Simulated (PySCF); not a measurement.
C₃H₅ClOSi, SMILES O1C=C[Si@@H](Cl)C1. Geometry optimised at B3LYP-D3(BJ)/def2-SVP. The structure was generated by enumeration; whether it is a known compound was not checked. Other conformers were not sampled.

The numbers are results of B3LYP-D3(BJ)/def2-SVP (PySCF), not measurements.

Harmonic wavenumbers (cm⁻¹): 97, 163, 225, 417, 475, 555, 634, 677, 741, 753, 762, 866, 871, 926, 981, 1043, 1197, 1210, 1293, 1346, 1440, 1612, 2252, 3054, 3119, 3179, 3237. Rotational constants (GHz): 4.954, 1.527, 1.368; symmetry number 1.

Q: Work out the zero-point energy and the ideal-gas rigid-rotor harmonic-oscillator thermochemistry at 298.15 K and 1 atm.

A: ZPE = ½ Σ hcν = ½ × 33124 cm⁻¹ = 47.35 kcal/mol. H − E(el) = 51.89 kcal/mol. Entropy in cal/(mol K): translation 40.28, rotation 27.83, vibration 12.36, total 80.47. G − E(el) = 27.90 kcal/mol. Cp = 24.61 cal/(mol K). Modes under 150 cm⁻¹ make the vibrational entropy uncertain.
